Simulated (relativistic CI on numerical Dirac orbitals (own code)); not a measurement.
## Hyperfine structure of Kr XVII, mass number 83

Computed by Dirac-Coulomb-Breit CI, KLI orbitals optimised for each configuration, a model potential for QED, unscaled Slater integrals (own radial code, finite nucleus).

CI space (outside the closed core [Ne]): 3s2 3p6 3d2, 3s2 3p5 3d3, 3s 3p6 3d3, 3s2 3p6 3d 4s, 3s2 3p6 3d 4p, 3s2 3p6 3d 4d, 3s2 3p6 3d 4f, 3s2 3p5 3d2 4s, 3s2 3p6 4s2, 3s2 3p5 3d2 4p, 3s2 3p6 4s 4p, 3s2 3p6 3d 5s, 3p6 3d4, 3p5 3d5. Double excitations out of closed p, d and f shells are left out; levels of such configurations are missing from the list, as are those of other unlisted configurations, and high levels can miss mixing partners. These lack a partner that the ground configuration has and come out too high: 3s2 3p5 3d2 4s, 3s2 3p5 3d2 4p.

Nuclear spin I = 9/2, μ = -0.97073 μN, Q = 0.259 b (tables of Stone and Pyykkö). The electronic factors are computed for point nuclear moments, without core polarisation or the Bohr-Weisskopf and QED corrections.

| Level | E (eV) | A (MHz) | B (MHz) |
| --- | --- | --- | --- |
| 3s2 3p6 3d2 3F_2 | 0.0000 | -1312 | 415 |
| 3s2 3p6 3d2 3F_3 | 1.3099 | -805.6 | 505 |
| 3s2 3p6 3d2 3F_4 | 2.6637 | -628.8 | 717 |
| 3s2 3p6 3d2 1D_2 | 5.6902 | -751.3 | -637 |
| 3s2 3p6 3d2 3P_1 | 6.5651 | -9.824 | 480 |
| 3s2 3p6 3d2 3P_2 | 7.9569 | -543.3 | -871 |
| 3s2 3p6 3d2 1G_4 | 8.9962 | -814.3 | 2720 |
| 3s2 3p5 3d3 5D°_2 | 92.0978 | -1514 | 2280 |

Levels with J = 0, under 50 % of one LS term, or S terms without an open s electron are left out. Small factors come from cancelling terms and can be off by tens of per cent or more.

At this charge energies of transitions that change n are usually good to better than 1 %, and those within a shell (Δn = 0) to a few per cent. Terms inside the open d or f shell come out 10 to 20 % too wide with unscaled integrals.

Task: Give the hyperfine levels of 3s2 3p6 3d2 3F_2 relative to its centre of gravity.

Result: With K = F(F + 1) − I(I + 1) − J(J + 1), E = AK/2 + B[¾K(K + 1) − I(I + 1)J(J + 1)]/[2I(2I − 1)J(2J − 1)]: F = 5/2: 14620, F = 7/2: 9845, F = 9/2: 3814, F = 11/2: -3400, F = 13/2: -11700 MHz.

LS names give the leading component of a level, which can be under half, so a name can repeat, a term be missing and a line seem to break the LS rules.
